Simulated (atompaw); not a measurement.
titanium (Ti): variants of one PAW (atompaw) potential

Base potential:

atompaw 4.2.0.5 input, output lines left out:

```
Ti 22
LDA-PW scalarrelativistic loggrid 1500 logderivrange -2 5 176
4 4 3 0 0 0
4 1 0
3 2 2
0 0 0
c
c
c
v
c
c
v
v
2
3.00 2.20 2.40 2.75
y
3.75
n
y
1
n
y
1.2
n
custom rrkj vanderbiltortho gaussian
3 -0.5 troulliermartins
3.00
3.00
3.00
2.75
2.45
3.00
```

All-electron outer shells of the reference configuration (LDA (PW92), scalar-relativistic, ld1.x):

```json
{"shell": "3s", "level (eV)": "-62.27", "outermost node (bohr)": "0.40", "outermost maximum (bohr)": "0.87"}
{"shell": "3p", "level (eV)": "-38.79", "outermost node (bohr)": "0.37", "outermost maximum (bohr)": "0.90"}
{"shell": "4s", "level (eV)": "-4.59", "outermost node (bohr)": "1.25", "outermost maximum (bohr)": "2.88"}
{"shell": "3d", "level (eV)": "-4.46", "outermost node (bohr)": "–", "outermost maximum (bohr)": "0.97"}
{"shell": "4p", "level (eV)": "-1.54", "outermost node (bohr)": "1.39", "outermost maximum (bohr)": "3.80"}
```

Cutoffs, loose and tight: the cutoffs (Ry, on a coarse ladder) from which the occupation-weighted sum of valence levels, in a spherical-Bessel basis at the reference potential, stays within 10 and 1 mRy of its value at 400 Ry. They see the waves, projectors and local potential, not the compensation charge or the core. A dash means not determined.

A true bound ghost makes a file unfit for plane-wave use even where its test errors are small: the radial tests pick states by their node count and pass the ghost by.

```csv
change,outcome,"cutoff, loose","cutoff, tight",bound ghosts
base,generated,15 Ry,18 Ry,s
functional PBE,generated,15 Ry,18 Ry,s
"augmentation gaussian compensation charge, radius 2.20 bohr; PAW radius 3.00 bohr; waves and projectors: custom polynom vanderbiltortho",failed: atompaw: The overlap operator has at least one negative eigenvalue!,–,–,–
"augmentation gaussian compensation charge, radius 2.74 bohr; PAW radius 3.00 bohr; waves and projectors: custom rrkj vanderbiltortho",generated,15 Ry,18 Ry,s
"all radii scaled by about 0.74 (s 2.22, p 2.22, d 1.82 bohr); local potential troulliermartins scheme with l = 3 at -0.5 Ry, radius 1.78 bohr; augmentation gaussian compensation charge, radius 1.64 bohr; PAW radius 2.22 bohr; waves and projectors: custom rrkj vanderbiltortho; core correction smooth core density matched at 2.04 bohr",failed: atompaw: The overlap operator has at least one negative eigenvalue!,–,–,–
"local potential troulliermartins scheme with l = 3 at -0.5 Ry, radius 1.36 bohr",failed: atompaw: The overlap operator has at least one negative eigenvalue!,–,–,–
"augmentation gaussian compensation charge, radius 2.20 bohr; PAW radius 3.00 bohr; waves and projectors: custom rrkj gramschmidtortho",generated,15 Ry,18 Ry,s
wave 4s (bound): rc 3.00 bohr becomes 4s (bound): rc 1.60 bohr,failed: atompaw: The overlap operator has at least one negative eigenvalue!,–,–,–
```

Problem. What comes out with this change to the base: core [Ne], valence charge 12; reference 3s2 3p6 3d2.5 4s1.5 4p0; waves now 3s (bound): rc 1.40 bohr; 4s (bound): rc 2.60 bohr; 3p (bound): rc 1.80 bohr; 4p (bound): rc 2.00 bohr; 3d (bound): rc 2.60 bohr; 3d channel at 2.6 Ry: rc 2.60 bohr; local potential troulliermartins scheme with l = 3 at -0.5 Ry, radius 2.20 bohr; core correction smooth core density matched at 2.20 bohr; augmentation gaussian compensation charge, radius 2.35 bohr; PAW radius 2.60 bohr; waves and projectors: custom rrkj vanderbiltortho?

Solution. outcome: generated; cutoff, loose: 25 Ry; cutoff, tight: 45 Ry; bound ghosts: none.
